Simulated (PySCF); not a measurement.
**From a computed spectrum to the compound**

A species of 4 atoms with charge -1 has these harmonic modes (PBE, small Gaussian bases with core potentials, PySCF 2.14.0):

```json
{"cm⁻¹": "78", "km/mol": "1.3", "symmetry": "e"}
{"cm⁻¹": "78", "km/mol": "1.3", "symmetry": "e"}
{"cm⁻¹": "86", "km/mol": "5.7", "symmetry": "a1"}
{"cm⁻¹": "249", "km/mol": "73.4", "symmetry": "e"}
{"cm⁻¹": "249", "km/mol": "73.4", "symmetry": "e"}
{"cm⁻¹": "268", "km/mol": "24.3", "symmetry": "a1"}
```

Task: Which species is it, and in which structure?

Result: [PbCl3]− (singlet):
```xyz
4

Pb    0.0000    0.0000    0.3882
Cl    2.3462    0.0000   -0.7696
Cl   -1.1731    2.0319   -0.7696
Cl   -1.1732   -2.0319   -0.7696
```
Ideal gas at 298.15 K and 1 bar: S = 365.6 J/(mol K), Cp = 79.9 J/(mol K), H − H(0 K) = 19.8 kJ/mol (rigid rotor, harmonic modes, spin degeneracy alone). 
 This is one of several that fit.
